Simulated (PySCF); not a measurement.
## Working out the ionisation energy of As⁺

As⁺ [Ar] 3d10 4s2 4p2 (3P) → As²⁺ [Ar] 3d10 4s2 4p1 (2P). All numbers are calculated (PySCF 2.14, the spin-free X2C one-electron Hamiltonian (Gaussian nucleus), in jorge-DZP-DKH (8s6p2d1f, 43 functions)). Frozen: [Ar] 3d10. Energies in hartree (1 hartree = 27.21139 eV):

```
            part   As⁺ (lower)  As²⁺ (upper)
             UHF  -2258.547142  -2257.887609
CCSD correlation     -0.033786     -0.037025
             (T)     -0.000209     -0.000144
```

Question: What does Hartree-Fock give?

Answer: (-2257.887609) − (-2258.547142) = 0.659533 hartree = 17.947 eV.

Question: What do CCSD and CCSD(T) give?

Answer: The CCSD correlation energies differ by -0.003239 hartree = -0.088 eV and the triples by 0.000065 hartree = 0.002 eV, so CCSD gives 17.859 eV and CCSD(T) 17.861 eV.

Reference: 18.589 eV (measured; NIST Atomic Spectra Database, ionization energies), between the lowest levels; spin-orbit coupling is absent from the calculation.

A double-zeta basis recovers only part of the correlation energy.

What remains against the reference includes basis incompleteness, the frozen core and higher excitations.
